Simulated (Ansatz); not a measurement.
One change: `C=CC(C)CC` becomes `CCC(C)Br`.

Ansatz, PBE0-D4/def2-TZVP geometries, multiplicity 1. Each molecule was computed in one conformer, which needn't be the lowest.

Scalar relativity is left out up to krypton.

| property | `C=CC(C)CC` |
| --- | --- |
| HOMO–LUMO gap (PBE0/def2-TZVPP) / eV | 7.77 |
| size of the dipole moment (B3LYP/def2-TZVPP) / D | 0.36 |
| HOMO energy (ωB97M-V/def2-TZVPP) / eV | -9.64 |
| HOMO–LUMO gap (PBE/def2-TZVPP) / eV | 5.61 |
| size of the dipole moment (PBE/def2-TZVPP) / D | 0.38 |
| LUMO energy (B3LYP/def2-TZVPP) / eV | 0.15 |

Q: What does the change do to each property? (An estimate is asked.)

A: Computed: 
```tsv
property	`CCC(C)Br`	shift
HOMO–LUMO gap (PBE0/def2-TZVPP) / eV	7.92	0.15
size of the dipole moment (B3LYP/def2-TZVPP) / D	2.24	1.88
HOMO energy (ωB97M-V/def2-TZVPP) / eV	-10.02	-0.38
HOMO–LUMO gap (PBE/def2-TZVPP) / eV	5.59	-0.02
size of the dipole moment (PBE/def2-TZVPP) / D	2.18	1.80
LUMO energy (B3LYP/def2-TZVPP) / eV	-0.10	-0.25
```

With PBE0 the HOMO falls by 0.37 eV and the LUMO falls by 0.22 eV, so the gap widens by about 0.15 eV. PBE moves the HOMO by -0.20 eV and ωB97M-V by -0.38 eV. Dipoles are sizes alone; their direction can turn.

B3LYP here is the variant with VWN-RPA as its local correlation; programs differ in this.

Spin–orbit coupling is left out; it splits and shifts lone-pair levels of the heavy atoms by tenths of an eV.
